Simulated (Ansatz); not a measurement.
Reaction (ligand exchange at the Si–N bond): `C=N[SiH](O)F` + `C[SiH](N)O` → `C[Si@H](O)N[Si@@H](O)F` + `C=N`

Isolated molecules relaxed with PBE0-D4/def2-TZVP in Ansatz; ΔE leaves out vibrations. CCSD(T)/CBS adds triple-zeta CCSD(T) − MP2 to the extrapolated MP2 energy (def2 sets, frozen cores). This one scheme is used for every species. Functionals use def2-TZVPP. B3LYP here is the variant with VWN-RPA as its local correlation; programs differ in this. Each species was taken in one conformer, which may not be the lowest.

(1) Is it downhill or uphill in electronic energy at CCSD(T)/CBS, and by how much? (Estimate.)

(2) What do these levels give: r2SCAN-D4, PBE0-D4, B2PLYP, r2SCAN, PBE0, B3LYP, HF/def2-TZVPP, CCSD/def2-TZVPP, CCSD(T)/def2-TZVPP, MP2/def2-QZVPP, SCS-MP2/def2-QZVPP, MP2/CBS(def2)? (Estimate.)

Largest T1 diagnostic among the species: 0.013.

Results:

(1) Computed: Downhill: ΔE = -0.40 eV.

(2) The calculation gave: r2SCAN-D4 -0.38, PBE0-D4 -0.38, B2PLYP -0.34, r2SCAN -0.36, PBE0 -0.34, B3LYP -0.30, HF/def2-TZVPP -0.31, CCSD/def2-TZVPP -0.42, CCSD(T)/def2-TZVPP -0.43, MP2/def2-QZVPP -0.38, SCS-MP2/def2-QZVPP -0.38, MP2/CBS(def2) -0.37 eV.

In def2-TZVPP, CCSD(T) changes the Hartree–Fock value by −0.11 eV (the triples alone add −0.01 eV) and MP2 by −0.09 eV. The D4 term adds −0.07 eV with B3LYP and −0.04 eV with PBE0; it sums over pairs of atoms, weighted by their polarisabilities, and B3LYP, whose exchange is more repulsive, gets the larger term.
